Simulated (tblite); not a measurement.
A geometry optimisation, step by step.

Species: C4H6AlF.
Atom-mapped SMILES: `[F:1][C:2]1=[CH:3][CH2:4][C@@H:5]1[AlH2:6]` (hydrogens: H7 on C3; H8, H9 on C4; H10 on C5; H11, H12 on Al6)

Computed with GFN2-xTB (tblite), gas phase: L-BFGS steps from a force-field or distance-geometry start until the largest atomic force falls under 0.01 eV/Å. 10 of its 59 geometries are shown.

Step 0: E = -471.5004 eV, largest atomic force 4.920 eV/Å
```
atom  x, y, z in Å  |  force x, y, z in eV/Å
F1      0.511    2.253   -0.663   -0.496  -0.914   0.205
C2     -0.161    1.127   -0.254    2.066   2.059  -1.601
C3     -1.026    0.884    0.671   -2.237   2.705   3.448
C4     -1.107   -0.520    0.347   -2.951  -2.485   1.431
C5     -0.106   -0.266   -0.675    2.958  -1.511  -3.559
Al6     1.750   -0.948   -0.301    0.688   1.175   0.724
H7     -1.545    1.527    1.406    0.426  -0.573  -0.413
H8     -0.843   -1.237    1.172   -0.278   0.445  -0.615
H9     -2.095   -0.761   -0.106    0.397  -0.322   0.574
H10    -0.408   -0.445   -1.739   -0.109   0.184   0.353
H11     2.903   -0.107   -1.037   -0.274  -0.633   0.038
H12     2.130   -1.508    1.154   -0.190  -0.131  -0.585
```

Step 6: E = -472.1389 eV, largest atomic force 0.381 eV/Å
```
atom  x, y, z in Å  |  force x, y, z in eV/Å
F1      0.510    2.222   -0.672    0.151   0.018  -0.063
C2     -0.136    1.125   -0.254   -0.164   0.063   0.089
C3     -1.041    0.929    0.700    0.008  -0.152  -0.153
C4     -1.154   -0.533    0.348   -0.092  -0.042   0.041
C5     -0.051   -0.301   -0.740   -0.179   0.099   0.060
Al6     1.810   -0.795   -0.209   -0.331   0.156  -0.068
H7     -1.543    1.537    1.432    0.127  -0.061  -0.060
H8     -0.879   -1.223    1.147    0.035  -0.037   0.074
H9     -2.118   -0.822   -0.064   -0.042  -0.035  -0.001
H10    -0.431   -0.426   -1.764    0.074   0.052   0.066
H11     2.917   -0.178   -1.047    0.364   0.006  -0.112
H12     2.116   -1.535    1.097    0.050  -0.067   0.127
```

Step 13: E = -472.1655 eV, largest atomic force 0.124 eV/Å
```
atom  x, y, z in Å  |  force x, y, z in eV/Å
F1      0.537    2.202   -0.672   -0.039  -0.016   0.028
C2     -0.164    1.131   -0.262    0.052  -0.028   0.067
C3     -1.062    0.925    0.694   -0.008  -0.013   0.012
C4     -1.175   -0.540    0.352    0.028   0.008  -0.049
C5     -0.073   -0.291   -0.740   -0.006  -0.020  -0.026
Al6     1.808   -0.756   -0.222   -0.065  -0.007  -0.023
H7     -1.525    1.532    1.449   -0.010  -0.023  -0.006
H8     -0.876   -1.223    1.156   -0.043   0.084  -0.081
H9     -2.140   -0.844   -0.056    0.085   0.004   0.060
H10    -0.429   -0.411   -1.772   -0.020  -0.028   0.034
H11     2.991   -0.206   -1.046    0.051  -0.035   0.009
H12     2.110   -1.520    1.094   -0.026   0.074  -0.024
```

Step 19: E = -472.1707 eV, largest atomic force 0.080 eV/Å
```
atom  x, y, z in Å  |  force x, y, z in eV/Å
F1      0.540    2.200   -0.661    0.016   0.017   0.021
C2     -0.158    1.127   -0.252   -0.003   0.020  -0.061
C3     -1.065    0.922    0.695    0.001   0.011   0.038
C4     -1.176   -0.538    0.346   -0.007  -0.059   0.012
C5     -0.078   -0.291   -0.746   -0.004  -0.021  -0.038
Al6     1.804   -0.752   -0.244    0.066   0.007   0.044
H7     -1.527    1.522    1.455   -0.010   0.001  -0.005
H8     -0.875   -1.212    1.152    0.013  -0.024   0.002
H9     -2.140   -0.852   -0.049    0.019   0.014  -0.003
H10    -0.443   -0.414   -1.773   -0.027   0.038   0.000
H11     3.025   -0.232   -1.038   -0.029  -0.035  -0.025
H12     2.094   -1.482    1.089   -0.036   0.032   0.014
```

Step 26: E = -472.1768 eV, largest atomic force 0.078 eV/Å
```
atom  x, y, z in Å  |  force x, y, z in eV/Å
F1      0.550    2.207   -0.627   -0.003   0.000  -0.060
C2     -0.158    1.127   -0.254    0.056   0.009   0.053
C3     -1.051    0.906    0.701   -0.029   0.029   0.012
C4     -1.158   -0.551    0.342   -0.042   0.000  -0.003
C5     -0.079   -0.288   -0.767   -0.011   0.037  -0.001
Al6     1.805   -0.737   -0.255   -0.004  -0.012   0.003
H7     -1.533    1.503    1.450    0.020   0.011   0.054
H8     -0.854   -1.227    1.145    0.053  -0.028  -0.036
H9     -2.126   -0.855   -0.046   -0.042  -0.055  -0.018
H10    -0.487   -0.389   -1.780    0.058  -0.001  -0.029
H11     3.054   -0.302   -1.061   -0.052  -0.026  -0.007
H12     2.038   -1.394    1.124   -0.005   0.035   0.032
```

Step 32: E = -472.1894 eV, largest atomic force 0.123 eV/Å
```
atom  x, y, z in Å  |  force x, y, z in eV/Å
F1      0.560    2.210   -0.611   -0.046  -0.024   0.051
C2     -0.144    1.128   -0.231   -0.093  -0.019  -0.058
C3     -1.042    0.889    0.721    0.069  -0.061  -0.048
C4     -1.146   -0.565    0.324    0.042   0.056  -0.014
C5     -0.087   -0.267   -0.794    0.022   0.021   0.027
Al6     1.790   -0.726   -0.253   -0.102   0.013   0.007
H7     -1.520    1.478    1.484    0.077  -0.094  -0.020
H8     -0.789   -1.263    1.088   -0.034   0.042   0.031
H9     -2.116   -0.892   -0.044    0.000   0.038   0.005
H10    -0.503   -0.335   -1.806    0.068   0.020   0.009
H11     3.050   -0.433   -1.110   -0.046  -0.044   0.053
H12     1.948   -1.226    1.208    0.045   0.052  -0.043
```

Step 39: E = -472.2029 eV, largest atomic force 0.196 eV/Å
```
atom  x, y, z in Å  |  force x, y, z in eV/Å
F1      0.553    2.232   -0.552   -0.030   0.071  -0.018
C2     -0.148    1.133   -0.225   -0.031   0.002  -0.060
C3     -1.007    0.834    0.743    0.079   0.018   0.038
C4     -1.112   -0.594    0.281   -0.039   0.030  -0.001
C5     -0.098   -0.224   -0.863   -0.090  -0.078   0.048
Al6     1.736   -0.694   -0.247    0.155  -0.041   0.113
H7     -1.449    1.368    1.560   -0.006   0.004   0.058
H8     -0.706   -1.298    1.023   -0.050   0.009  -0.133
H9     -2.098   -0.924   -0.039    0.049   0.011  -0.050
H10    -0.505   -0.249   -1.878   -0.035  -0.034   0.053
H11     3.014   -0.726   -1.131   -0.062  -0.009   0.094
H12     1.822   -0.857    1.303    0.061   0.019  -0.142
```

Step 45: E = -472.2144 eV, largest atomic force 0.079 eV/Å
```
atom  x, y, z in Å  |  force x, y, z in eV/Å
F1      0.519    2.257   -0.567   -0.046  -0.022  -0.044
C2     -0.161    1.143   -0.240   -0.001  -0.012   0.043
C3     -0.989    0.835    0.755   -0.016  -0.048  -0.001
C4     -1.117   -0.586    0.275    0.001  -0.044  -0.025
C5     -0.106   -0.221   -0.867    0.058   0.040   0.024
Al6     1.734   -0.693   -0.226    0.034   0.008  -0.014
H7     -1.415    1.350    1.595    0.036   0.016  -0.036
H8     -0.731   -1.319    0.994    0.002  -0.019   0.004
H9     -2.098   -0.899   -0.068   -0.057   0.054  -0.002
H10    -0.507   -0.278   -1.883    0.005   0.025   0.063
H11     3.002   -0.756   -1.106    0.004  -0.008   0.009
H12     1.871   -0.834    1.311   -0.020   0.010  -0.021
```

Step 52: E = -472.2184 eV, largest atomic force 0.054 eV/Å
```
atom  x, y, z in Å  |  force x, y, z in eV/Å
F1      0.483    2.270   -0.577   -0.007  -0.022  -0.014
C2     -0.163    1.141   -0.234   -0.012   0.000   0.008
C3     -0.975    0.818    0.768    0.031   0.001   0.007
C4     -1.113   -0.595    0.267    0.014   0.019   0.018
C5     -0.102   -0.217   -0.871    0.019   0.044   0.004
Al6     1.740   -0.685   -0.224   -0.053  -0.002  -0.010
H7     -1.387    1.330    1.616   -0.010  -0.002  -0.015
H8     -0.738   -1.348    0.969   -0.024  -0.032   0.015
H9     -2.104   -0.871   -0.081   -0.001  -0.012   0.004
H10    -0.510   -0.265   -1.883    0.022   0.002  -0.009
H11     3.007   -0.825   -1.094    0.020   0.002  -0.008
H12     1.861   -0.754    1.317    0.001   0.002   0.000
```

Step 58: E = -472.2190 eV, largest atomic force 0.007 eV/Å
```
atom  x, y, z in Å  |  force x, y, z in eV/Å
F1      0.477    2.271   -0.585   -0.003   0.000   0.000
C2     -0.163    1.142   -0.233    0.001   0.001  -0.001
C3     -0.970    0.816    0.773    0.000   0.002  -0.001
C4     -1.111   -0.595    0.270   -0.002   0.004   0.002
C5     -0.100   -0.215   -0.869   -0.001   0.002   0.001
Al6     1.739   -0.686   -0.225    0.004   0.000  -0.001
H7     -1.388    1.332    1.616    0.000  -0.007  -0.001
H8     -0.746   -1.356    0.969    0.000   0.002   0.000
H9     -2.104   -0.866   -0.081    0.000   0.002   0.002
H10    -0.504   -0.263   -1.883    0.003  -0.003  -0.002
H11     3.009   -0.824   -1.094    0.001  -0.001  -0.003
H12     1.862   -0.755    1.316   -0.003  -0.002   0.003
```

**Question.** Summarise the path.

**Answer.** The energy falls by 16.57 kcal/mol from step 0 to step 58; nine tenths of that is first reached at step 7. It rises by more than 0.2 meV at step 39. The largest force goes from 4.920 to 0.007 eV/Å. Among the bonds C4–C5 changes most, from 1.453 to 1.569 Å; the atoms move by 0.364 Å rms after alignment.

The cost below is that of the whole relaxation. Time: 0.44 s wall. Hardware: an Arm Neoverse N1 with one thread, shared host with 64 logical CPUs at a one-minute load of 47.
